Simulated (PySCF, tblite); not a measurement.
Energy landscape of F2Ge, singlet: map of symmetric stretch and bend. Scanned: Ge-F bond length and F-Ge-F angle.

Computed with: GFN2-xTB, 300 K electronic temperature (tblite); RHF/cc-pVDZ (PySCF); PBE0/cc-pVDZ (PySCF); PBE/cc-pVDZ (PySCF); MP2 on RHF/cc-pVDZ, 11 core orbitals frozen (PySCF); CCSD on RHF/cc-pVDZ, 11 core orbitals frozen (PySCF); CCSD(T) on RHF/cc-pVDZ, 11 core orbitals frozen (PySCF).

Energies in kcal/mol at chosen points (x: Ge-F bond length (Å); y: F-Ge-F angle (°)), relative to x = 1.74, y = 93.64:

```tsv
method	(1.57, 180)	(1.65, 136.82)	(1.48, 136.82)	(2, 119.55)	(2, 154.09)	(1.48, 102.27)	(1.57, 145.45)
GFN2-xTB	80.2	27.8	84.6	8.9	17.7	52.2	56.1
RHF	109.0	37.9	116.7	37.2	57.6	81.3	75.4
PBE0	97.5	34.0	117.4	28.3	44.3	87.4	71.3
PBE	96.9	34.3	122.8	20.7	35.0	95.0	73.0
MP2	99.9	34.9	119.2	30.1	48.3	89.0	72.9
CCSD	100.8	35.7	119.2	30.9	49.3	88.3	73.5
CCSD(T)	98.8	35.1	119.5	29.0	46.5	89.4	73.0
```
